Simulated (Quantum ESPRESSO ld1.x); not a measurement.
Task: Species: Ga24+. Configuration: [He] 2s2 2p3. Calculated with ld1.x of Quantum ESPRESSO 7.5: Dirac Kohn-Sham, LDA (Slater exchange, Perdew-Zunger correlation), spin-unpolarised, spherical densities, point nucleus; open shells are shared between the two j in proportion to 2j + 1. Some entries of the table are withheld. Estimate them.

orbital,occ.,eigenvalue (hartree),<r> (bohr)
1s1/2,2,-426.863,0.04852
2s1/2,2,-90.2781,0.2065
2p1/2,1,-86.5174,0.1761
2p3/2,2,-85.3465,0.1792
3s1/2,0,(1),0.4912
3p1/2,0,(2),0.4673
3p3/2,0,(3),0.4717

Result: 
(1) 3s1/2 eigenvalue (hartree): -36.9265
(2) 3p1/2 eigenvalue (hartree): -35.7155
(3) 3p3/2 eigenvalue (hartree): -35.4061
